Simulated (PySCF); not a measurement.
Species: C2H12B2P2.
SMILES: `[PH2+]1[B@H-](C)[PH2+][B@H-]1C`

The closed-shell ground state was solved at several levels (PySCF, density fitting, gas phase, non-relativistic). Geometry: PBE0-D3(BJ)/def2-SVP, one conformer, isolated molecule.

| level | basis functions | HOMO (eV) | LUMO (eV) | gap (eV) | dipole (D) |
| --- | --- | --- | --- | --- | --- |
| CAM-B3LYP/pcSseg-1 | 176 | -8.73 | 0.89 | 9.62 | 0.77 |
| PBE0/pcSseg-1 | 176 | -7.42 | -0.18 | 7.24 | 0.72 |

**Question.** What might CAM-B3LYP/def2-SVPD (224 basis functions) give for the same quantities?

**Answer.** HOMO -8.69 eV, LUMO 0.60 eV, gap 9.29 eV, dipole 0.75 D.

**Question.** Over all these levels, which gives the widest orbital gap and which the narrowest?

**Answer.** CAM-B3LYP/pcSseg-1 (range-separated hybrid) has the widest, 9.62 eV, and PBE0/pcSseg-1 (global hybrid, 25 % exact exchange) the narrowest, 7.24 eV. The two share the basis. From the narrowest to the widest the HOMO moves by -1.31 eV and the LUMO by +1.07 eV.

**Question.** How far do the dipole and the HOMO energy spread over the levels?

**Answer.** The dipole runs from 0.72 to 0.77 D (mean 0.75 D) and the HOMO from -8.73 to -7.42 eV.
